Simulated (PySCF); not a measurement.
B(H)(Et)(OMe) (C3H9BO), SMILES CCBOC. Heavy atoms are numbered as in [BH:1]([CH2:3][CH3:4])[O:10][CH3:11]. Hydrogens are named by the atom that carries them.

The structure is a stationary point at r2SCAN-D4/def2-SVP. The structure was generated by enumeration, and PubChem lists no compound with its InChIKey, so it may never have been made. Other conformers were not sampled.

Computed with KT2/pcSseg-1 (PySCF).

GIAO shieldings, no solvent; atoms alike by connectivity are averaged. δ = σ(ref) − σ: ¹¹B against BF3 (σ = 89.8 ppm); ¹H against TMS (σ = 31.47 ppm); ¹³C against TMS (σ = 185.1 ppm); ¹⁷O against H2O (σ = 330.4 ppm), references at their B3LYP-D3(BJ)/def2-TZVP geometries, non-relativistic.

```
nucleus      atoms  count  δ (ppm)
-------  ---------  -----  -------
¹¹B        B1 (BH)      1     39.4
¹H         H on B1      1     5.66
¹H        H on C11      3     3.99
¹H         H on C4      3     1.41
¹H         H on C3      2     1.00
¹³C      C11 (CH3)      1     56.6
¹³C       C3 (CH2)      1     16.2
¹³C       C4 (CH3)      1     13.3
¹⁷O            O10      1    192.9
```
